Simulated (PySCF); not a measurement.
PySCF job for B2HO2, SMILES O=BB=[OH+], charge +1, PBE0/pcSseg-2. The structure is a stationary point at PBE-D3(BJ)/def2-TZVP. The isomer is the one that the SMILES or the coordinates give; other isomers of the formula were not compared. Other conformers were not sampled.

```python
import numpy as np
from pyscf import gto, scf, dft
from pyscf.prop.nmr import rks as nmr

mol = gto.M(
    atom='''
    O     0.00000000    0.00000000   -2.14138438
    B     0.00000000    0.00000000   -0.93574547
    B     0.00000000    0.00000000    0.70040684
    O     0.00000000    0.00000000    1.92567162
    H     0.00000000    0.00000000    2.90239519
    ''',
    basis='pcSseg-2',
    charge=1,
    spin=0,
    max_memory=1600,
    verbose=3,
)
mf = dft.RKS(mol, xc='pbe0')
mf.grids.level = 3
mf.conv_tol = 1e-10
mf.max_cycle = 100
mf.kernel()
n = nmr.NMR(mf)
n.verbose = 2
n.max_cycle_cphf = 60
sigma = n.kernel()
print('atom   isotropic/ppm   span/ppm')
for i, s in enumerate(sigma):
    w = np.linalg.eigvalsh((s + s.T) / 2)
    print(f'{mol.atom_symbol(i):2s}{i + 1:3d} {w.mean():14.3f} {w[2] - w[0]:11.3f}')
```

Output:

```
converged SCF energy = -200.332571106677
atom   isotropic/ppm   span/ppm
O   1       -116.143     786.963
B   2         87.848     196.593
B   3         97.574     175.996
O   4        205.920     310.969
H   5         23.379      24.576
```

The calculation finished and met its thresholds.

Cost: around 40 core-seconds (rough).
